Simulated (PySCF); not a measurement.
**Electron correlation in Re²⁺ (rhenium, charge +2)**

[Xe] 4f14 5d4 6p1, one real determinant (an excited configuration). All numbers are calculated (PySCF 2.14, a scalar-relativistic core potential, in aug-cc-pwCVDZ-PP with ECP60MDF (6s6p5d3f, 70 functions)). Frozen: 5s2 5p6; 5 electrons correlated.

```json
{"level": "CCSD", "correlation energy (mhartree)": "-49.62"}
{"level": "(T)", "correlation energy (mhartree)": "-0.67"}
{"level": "CCSD(T)", "correlation energy (mhartree)": "-50.29"}
```

Diagnostics: T1 = 0.0059, D1 = 0.0180, largest double amplitude 0.090.

The real determinant used has ⟨L²⟩ near 8 against 12 for a pure F term, so it mixes terms. Spin-orbit coupling, absent here, splits the open shell strongly.

Cost of the coupled-cluster step: of the order of 4 core-seconds, for 5 correlated electrons.

Iterations:

```
CC2 = 0
CCSD nocc = (np.int64(5), np.int64(0)), nmo = (66, 66)
frozen orbitals [[0, 1, 2, 3], [0, 1, 2, 3]]
max_cycle = 100
direct = 0
conv_tol = 1e-08
conv_tol_normt = 1e-06
diis_space = 8
diis_start_cycle = 0
Init t2, MP2 energy = -0.0420008979597026
Init E_corr(UCCSD) = -0.0420008980075635
cycle = 1  E_corr(UCCSD) = -0.0475628247512947  dE = -0.00556192674  norm(t1,t2) = 0.0252279
cycle = 2  E_corr(UCCSD) = -0.0485447433748384  dE = -0.000981918624  norm(t1,t2) = 0.0122009
cycle = 3  E_corr(UCCSD) = -0.0491765181949532  dE = -0.00063177482  norm(t1,t2) = 0.00856958
cycle = 4  E_corr(UCCSD) = -0.0492148564709197  dE = -3.8338276e-05  norm(t1,t2) = 0.00548977
cycle = 5  E_corr(UCCSD) = -0.0493663741643653  dE = -0.000151517693  norm(t1,t2) = 0.00397124
cycle = 6  E_corr(UCCSD) = -0.0494498597091526  dE = -8.34855448e-05  norm(t1,t2) = 0.00323346
cycle = 7  E_corr(UCCSD) = -0.0496048942127298  dE = -0.000155034504  norm(t1,t2) = 0.00205158
cycle = 8  E_corr(UCCSD) = -0.0496057425531834  dE = -8.48340454e-07  norm(t1,t2) = 0.000535062
cycle = 9  E_corr(UCCSD) = -0.0496187372301025  dE = -1.29946769e-05  norm(t1,t2) = 0.000118843
cycle = 10  E_corr(UCCSD) = -0.0496161103205386  dE = 2.62690956e-06  norm(t1,t2) = 4.18471e-05
cycle = 11  E_corr(UCCSD) = -0.0496161817877364  dE = -7.14671977e-08  norm(t1,t2) = 1.29465e-05
cycle = 12  E_corr(UCCSD) = -0.0496163327875194  dE = -1.50999783e-07  norm(t1,t2) = 4.43597e-06
cycle = 13  E_corr(UCCSD) = -0.0496163513472361  dE = -1.85597167e-08  norm(t1,t2) = 4.43556e-07
cycle = 14  E_corr(UCCSD) = -0.0496163525318605  dE = -1.18462441e-09  norm(t1,t2) = 1.41176e-07
UCCSD converged
E(UCCSD) = -76.73733685794622  E_corr = -0.04961635253186053
UCCSD(T) correction = -0.000668574608847864
```

The reference is one real determinant that mixes LS terms of this configuration.
